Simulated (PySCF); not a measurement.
H2O2Sn, SMILES [OH][Sn][OH] (connectivity only; charge and spin as stated), neutral, multiplicity 1. Atoms are numbered in the order given.

```xyz
5

Sn     0.3748    -0.0179     0.0000
O     -0.9897    -1.4569     0.0000
H     -1.8923    -1.1122     0.0000
O     -1.0259     1.4165     0.0000
H     -0.7208     2.3297     0.0000
```
Charge 0, spin multiplicity 1.

The structure is a stationary point at B3LYP-D3(BJ)/def2-TZVP. The def2 effective core potentials stand for the cores of Sn; spin–orbit coupling is left out. The values are those of a single conformer.

Computed with PBE0/def2-TZVPD in PySCF.

Mulliken values depend strongly on the basis, most of all with diffuse functions as here. ESP charges are fitted to the potential on shells at 1.4 to 2.0 van der Waals radii. Atomic charges (e):

```json
[
 {"atom": "Sn1", "Mulliken": "0.88", "ESP fit": "0.50"},
 {"atom": "O2", "Mulliken": "-0.74", "ESP fit": "-0.63"},
 {"atom": "H3", "Mulliken": "0.32", "ESP fit": "0.40"},
 {"atom": "O4", "Mulliken": "-0.75", "ESP fit": "-0.63"},
 {"atom": "H5", "Mulliken": "0.28", "ESP fit": "0.35"}
]
```
